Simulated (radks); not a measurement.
Values are calculated unless marked as measured or tabulated.
Species: the lead ion Pb10+. Configuration: [Kr] 4d10 4f14 5s2 5p(1/2: 2, 3/2: 3) 5d(3/2: 4, 5/2: 1) (not the ground configuration). Level of theory: Dirac Kohn-Sham, PBE, spin-unpolarised, spherical densities, finite nucleus; Fermi nuclear charge, rms radius 5.5012 fm (a radial shooting solver on a logarithmic mesh with Libxc functionals).

X-ray form factor f0, the Fourier transform of the density (f0(0) = 72):

sin(theta)/lambda (1/angstrom),f0 (electrons)
0.05,71.624
0.1,70.525
0.15,68.782
0.2,66.515
0.25,63.865
0.3,60.977
0.4,54.998
0.5,49.342
0.6,44.348
0.8,36.330
1,30.176
1.25,24.262
1.5,20.048
2,15.334
